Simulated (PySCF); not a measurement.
**How methods differ on the ionisation energy of Cr²⁺**

Cr²⁺ [Ar] 3d4 (5D) → Cr³⁺ [Ar] 3d3 (4F), as a difference of total energies. Calculation: PySCF 2.14, in aug-cc-pVDZ-DK (7s6p4d2f, 59 functions); the spin-free X2C one-electron Hamiltonian (Gaussian nucleus). Correlated levels: valence: [Ar] frozen. The calculations carry no spin-orbit coupling.

```tsv
method	ionisation energy (eV)	difference from reference (eV)
UHF	29.920	-1.039
MP2 (valence)	30.489	-0.470
SCS-MP2 (valence)	30.110	-0.849
CCSD (valence)	30.563	-0.396
CCSD(T) (valence)	30.568	-0.391
```

Reference: 30.959 ± 0.025 eV (measured; NIST Atomic Spectra Database, ionization energies).

The reference lies between the lowest fine-structure levels, while these numbers refer to the centres of the terms.

Errors of the correlated levels include the incompleteness of this basis and the frozen core.
